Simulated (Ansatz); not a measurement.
Z-matrix (Å, degrees):
```
Si
C 1 1.879
H 1 1.490 2 110.7
H 1 1.487 2 108.3 3 -119.1
H 1 1.484 2 110.1 3 121.2
Si 2 1.879 1 116.2 3 56.2
S 2 1.826 1 109.4 3 -179.3
H 2 1.096 1 108.3 3 -65.8
H 6 1.487 2 108.3 1 63.0
H 6 1.484 2 110.1 1 -177.3
H 6 1.490 2 110.7 1 -56.1
H 7 1.344 2 96.7 1 -64.1
```

Total charge 0; spin multiplicity 1.

List the PBE/def2-TZVPP orbital energies in eV (Ansatz). (An estimate is asked.)

Ansatz gave: Occupied: -2396.14, -1779.65, -1779.65, -269.88, -209.05, -155.23, -155.13, -154.93, -137.42, -137.42, -94.15, -94.15, -94.14, -94.14, -94.14, -94.14, -19.72, -16.17, -13.39, -12.95, -10.44, -10.31, -9.08, -8.88, -8.42, -8.31, -7.99, -7.75, -5.65. Lowest empty: -1.22, -0.26, -0.12, 0.22, 0.43, 0.54, 0.58, 0.98.
